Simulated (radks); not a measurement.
Ni14+, 14 electrons, occupied as [Ne] 3s2 3p2 (the NIST ground configuration). Calculated with a radial shooting solver on a logarithmic mesh with Libxc functionals: Dirac Kohn-Sham, LDA (Slater exchange, Perdew-Wang correlation), spin-unpolarised, spherical densities, finite nucleus; open shells fill j = l - 1/2 first; Fermi nuclear charge, rms radius 3.7757 fm.

Unscreened Slater integrals over Kohn-Sham orbitals (cm^-1). Large and small components are both included. Empty in this configuration: 3p3/2.

integral,value
"F0(3p1/2,3p1/2)",316410
"F0(3p1/2,3s1/2)",313280
"G1(3p1/2,3s1/2)",205540
"F0(3p1/2,2p3/2)",420800
"G2(3p1/2,2p3/2)",42982
"F0(3p1/2,2p1/2)",421870
"G0(3p1/2,2p1/2)",40797
"F0(3p1/2,3p3/2)",315090
"G2(3p1/2,3p3/2)",159400
"F0(3s1/2,3s1/2)",310860
"F0(3s1/2,2p3/2)",408470
"G1(3s1/2,2p3/2)",39879
"F0(3s1/2,2p1/2)",409330
"G1(3s1/2,2p1/2)",40000
"F0(3s1/2,3p3/2)",312040
"G1(3s1/2,3p3/2)",205440
"F0(2p3/2,2p3/2)",935180
"F2(2p3/2,2p3/2)",442240
"F0(2p3/2,2p1/2)",942160
"G2(2p3/2,2p1/2)",441880
"F0(2p3/2,3p3/2)",417790
"F2(2p3/2,3p3/2)",99391
"G0(2p3/2,3p3/2)",40160
"G2(2p3/2,3p3/2)",43132
"F0(2p1/2,2p1/2)",949330
"F0(2p1/2,3p3/2)",418840
"G2(2p1/2,3p3/2)",42952
"F0(3p3/2,3p3/2)",313790
"F2(3p3/2,3p3/2)",158970
